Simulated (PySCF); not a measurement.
C2H5FN2Si, SMILES N[Si@@H]1C=N[C@@H]1F.

Geometry optimised at PBE-D3(BJ)/def2-SVP. The structure was generated by enumeration; whether it is a known compound was not checked. Other conformers were not sampled.

The numbers are results of PySCF 2.14.0 with TDDFT-PBE/def2-SVPD, not measurements.

Vertical excitations. The molecule is in vacuum.

| state | energy (eV) | λ (nm) | f | main pairs |
|---|---|---|---|---|
| S1 | 3.67 | 337 | 0.001 | HOMO→LUMO 91 % |
| S2 | 4.06 | 305 | 0.000 | HOMO−1→LUMO 91 % |
| S3 | 5.19 | 239 | 0.003 | HOMO−2→LUMO 96 % |
| S4 | 5.32 | 233 | 0.006 | HOMO→LUMO+1 97 % |
| S5 | 5.63 | 220 | 0.001 | HOMO→LUMO+2 99 % |
| S6 | 5.84 | 212 | 0.016 | HOMO−1→LUMO+1 98 % |
| S7 | 6.27 | 198 | 0.013 | HOMO→LUMO+3 98 % |
| S8 | 6.36 | 195 | 0.009 | HOMO−4→LUMO 76 %, HOMO−1→LUMO+2 18 % |
| S9 | 6.40 | 194 | 0.032 | HOMO−1→LUMO+2 66 %, HOMO−4→LUMO 22 % |
| S10 | 6.64 | 187 | 0.022 | HOMO→LUMO+4 80 % |
| T1 | 3.03 | 409 | 0 | HOMO→LUMO 96 % |
| T2 | 3.75 | 331 | 0 | HOMO−1→LUMO 96 % |
| T3 | 4.79 | 259 | 0 | HOMO−3→LUMO 51 %, HOMO−2→LUMO 46 % |
| T4 | 5.13 | 241 | 0 | HOMO−2→LUMO 41 %, HOMO−3→LUMO 30 %, HOMO→LUMO+1 28 % |
Triplets are in the Tamm–Dancoff approximation, which puts them higher than full response would, so one can lie above its singlet here.
